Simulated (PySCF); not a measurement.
## K (potassium, neutral): UHF calculation

Configuration: [Ar] 4p1, 2P determinant (an excited configuration). Calculation: PySCF 2.14, in aug-cc-pwCVTZ-X2C with one added diffuse shell each of s, p, d, f type (10s9p7d4f, 100 functions); the spin-free X2C one-electron Hamiltonian (Gaussian nucleus).

* Total energy: -601.412150 hartree
* One-electron energy: -825.8894 hartree
* Hartree (Coulomb) energy: 257.3348 hartree
* Exchange energy: -32.8576 hartree
* ⟨S²⟩: 0.7500
* ⟨L²⟩: 2.000
* Sum of ⟨r⟩: 21.26 bohr
* Sum of ⟨r²⟩: 77.26 bohr²
* Traceless quadrupole moment −½Σ⟨3z² − r²⟩ along its main axis: -23.1 e·bohr²
* Langevin diamagnetic susceptibility: -61.2 ×10⁻⁶ cm³/mol

| shell | electrons | mean orbital energy (eV) | spread (eV) | rms radius, mean of both spins (bohr) |
| --- | --- | --- | --- | --- |
| 1s α | 1 | -3651.5 | 0 | 0.0937 |
| 1s β | 1 | -3651.5 | 0 | 0.0937 |
| 2s α | 1 | -398.80 | 0 | 0.418 |
| 2s β | 1 | -398.79 | 0 | 0.418 |
| 2p α | 3 | -315.09 | 0.015 | 0.388 |
| 2p β | 3 | -315.08 | 0.020 | 0.388 |
| 3s α | 1 | -49.376 | 0 | 1.37 |
| 3s β | 1 | -49.331 | 0 | 1.37 |
| 3p α | 3 | -27.437 | 0.010 | 1.55 |
| 3p β | 3 | -27.391 | 0.105 | 1.55 |
| 4p α | 1 | -2.604 | 0 | 7.60 |

Densities and radii are taken from the X2C orbitals without a picture-change correction, which distorts them close to the nucleus.

Spin-orbit constants ζ (cm⁻¹) from the X2C one-electron operator on these orbitals: bare nucleus, nucleus screened by l(l+1)(2l+1)/3 electrons, and screened by the Breit-Pauli mean field of the electrons.

```json
{"shell": "2p", "bare": "16910", "screened nucleus": "15130", "mean field": "14330"}
{"shell": "3p", "bare": "1456", "screened nucleus": "1303", "mean field": "1221"}
{"shell": "4p", "bare": "27.11", "screened nucleus": "24.25", "mean field": "22.38"}
```

To first order the Landé constant is A = 22.38 cm⁻¹, so the lowest level has J = 1/2 and lies 0.00277 eV below the centre of the term.
